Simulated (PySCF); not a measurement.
Spin-rotation constants: `COC[C@@H](F)[SiH2]F`, C3H8F2OSi

Cartesian coordinates in Å; atom numbers follow the order of the lines, from 1:
```xyz
15

C     1.9571    0.9728   -0.0676
O     0.7448    0.4029    0.3506
C     0.4665   -0.8577   -0.2136
C    -0.9745   -1.1639    0.1510
F    -1.0175   -1.8648    1.3488
Si   -1.8922    0.5155    0.3382
F    -1.6317    1.2916   -1.0502
H     2.0237    1.9488    0.4080
H     2.8089    0.3560    0.2417
H     1.9806    1.0936   -1.1570
H     1.1543   -1.6220    0.1750
H     0.5665   -0.8129   -1.3075
H    -1.4223   -1.8390   -0.5852
H    -3.3272    0.2510    0.3284
H    -1.4414    1.3363    1.4384
```

Level of theory: GIAO B3LYP/pcSseg-1 magnetisability, rotational g tensor and spin-rotation constants, non-relativistic, gas phase (PySCF). Geometry: GFN2-xTB.

Q: Give the nuclear spin-rotation constants along the inertial axes (H = +C I·J) beside the isotropic shieldings.

A: Rotational constants 2.2939, 1.8964, 1.1989 GHz. A star marks the isotopologue with that one atom substituted, in its own axes.
| atom | isotope | Caa (kHz) | Cbb (kHz) | Ccc (kHz) | mean (kHz) | σ (ppm) |
| --- | --- | --- | --- | --- | --- | --- |
| F5 | 19F | -0.246 | 0.747 | 0.678 | 0.393 | 422.8 |
| F7 | 19F | 1.017 | 0.668 | 0.508 | 0.731 | 401.5 |
| H8 | 1H | -0.239 | -0.097 | 0.002 | -0.111 | 27.8 |
| H9 | 1H | -0.112 | -0.008 | -0.128 | -0.083 | 28.3 |
| H10 | 1H | -0.242 | -0.127 | 0.010 | -0.119 | 28.5 |
| H11 | 1H | -0.122 | 0.047 | -0.146 | -0.074 | 27.6 |
| H12 | 1H | -0.203 | -0.165 | 0.017 | -0.117 | 28.2 |
| H13 | 1H | -0.143 | -0.196 | 0.037 | -0.101 | 26.7 |
| H14 | 1H | 0.131 | -0.175 | -0.108 | -0.051 | 26.9 |
| H15 | 1H | -0.182 | -0.171 | 0.053 | -0.100 | 26.7 |
| C1 | 13C* | 0.352 | 0.451 | 0.293 | 0.365 | 120.3 |
| O2 | 17O* | -0.189 | -0.183 | -0.091 | -0.154 | 293.4 |
| C3 | 13C* | 0.575 | 0.454 | 0.288 | 0.439 | 101.2 |
| C4 | 13C* | 0.674 | 0.438 | 0.328 | 0.480 | 86.4 |
| Si6 | 29Si* | -1.513 | -1.115 | -0.762 | -1.130 | 352.9 |

For the geometry as given, no vibrational averaging.

Q: How do the rotational constants and the g tensor change when H8, H9, H10, H11, H12, H13, H14, H15 are replaced by deuterium?

A: Constants 2.1175, 1.5988, 1.0774 GHz; g -0.0266, -0.0128, -0.0130, against -0.0288, -0.0145, -0.0146 before.
